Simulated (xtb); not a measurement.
CH6OSi2, SMILES [SiH3][SiH2]C=O. All values are semi-empirical tight-binding results from xtb (GFN2-xTB unless named), good for trends rather than for accurate numbers. Geometry: GFN2-xTB. The values are those of a single conformer.

Optimised geometry:

```xyz
10

O      2.3900     0.2917    -0.1884
C      1.5449     0.0700     0.6429
Si    -0.0767    -0.8744     0.2725
Si    -1.6313     0.6708    -0.4809
H      1.6864     0.4705     1.6726
H     -0.4246    -1.5287     1.5409
H      0.2705    -1.9205    -0.6898
H     -2.9250     0.0257    -0.7202
H     -1.2222     1.3092    -1.7330
H     -1.8615     1.7397     0.4965
```
Charge 0, spin multiplicity 1.

Computed properties:
orbital gap: 2.42 eV
dipole moment: 2.83 D
zero-point energy: 35.7 kcal/mol
G − E(el) at 298.15 K (modified RRHO): 15.8 kcal/mol
static polarisability (D4 model): 73.8 bohr³
solvation energy, GFN2-xTB/ALPB(water): -1.5 kcal/mol
solvation energy, GFN2-xTB/ALPB(ether): -4.4 kcal/mol

Computed atomic charges and the Wiberg bond orders between heavy atoms:
charges (e) O1 -0.34, C2 0.09, Si3 0.35, Si4 0.37, H5 0.00, H6 -0.09, H7 -0.08, H8 -0.11, H9 -0.09, H10 -0.10. Bond orders O1–C2 1.96, C2–Si3 0.83, Si3–Si4 0.84.
